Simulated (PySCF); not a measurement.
## Unknown compound

Molecular formula: C₃H₆O₃Si. Simulated spectra:

1H NMR (500 MHz, computed): δ 5.38 (m, 1H), 4.47 (m, 1H), 4.42 (m, 1H), 0.45 (d, 3H).

13C{1H} NMR (computed): δ 174.8 (C), 66.3 (CH2), 1.3 (CH3).

- GFN2-xTB structure
- PBE0/pcSseg-1 with gauge-including orbitals
- run in PySCF
- non-relativistic, gas phase, equivalent nuclei averaged, single conformer

Referencing at the same level of theory: 1H (σ = 31.72 ppm), 13C (σ = 186.93 ppm) vs TMS.

Task: What is the structure?

Result: 
Rings plus π bonds: 2 (1 ring in the answer). 3 carbon signals for 3 carbons: no two carbons are equivalent. Carbon types of the structure: 1 × C, 1 × CH2, 1 × CH3, leaving 1 H on heteroatoms. δC 174.8: carbonyl carbon. δC 66.3: sp3 CH2 bonded to O, α to a carbonyl; the inductive effect lowers its shielding. δC 1.3: methyl carbon bonded to Si; an electropositive neighbour leaves it electron-rich and shielded. δH 5.38: hydrogen on a silicon bonded to C, 2 O, in a 5-membered ring. δH 4.47, 4.42: hydrogen on an sp3 CH2 bonded to O, α to a carbonyl; its carbon carries O, an electronegative neighbour. δH 0.45: hydrogen on a methyl carbon bonded to Si; an electropositive neighbour shields it, as in TMS itself.

These data were computed for SMILES C[Si@H]1OCC(=O)O1.

The shifts were computed for this structure.

Shifts are as computed. Against solution values, carbons near 30 ppm lie about +3 ppm off and those near 130 ppm about +5 ppm. Of 1309 compounds with measured shifts, 239 miss one by over three times the rms of a fit or turn the order of signals round; such compounds aren't used in these exercises. No couplings were computed; multiplicities are counted from neighbouring protons, with m where these are inequivalent, close in shift, in a saturated or five-membered ring or joined by F or P, and br s for small geminal =CH2 splittings.
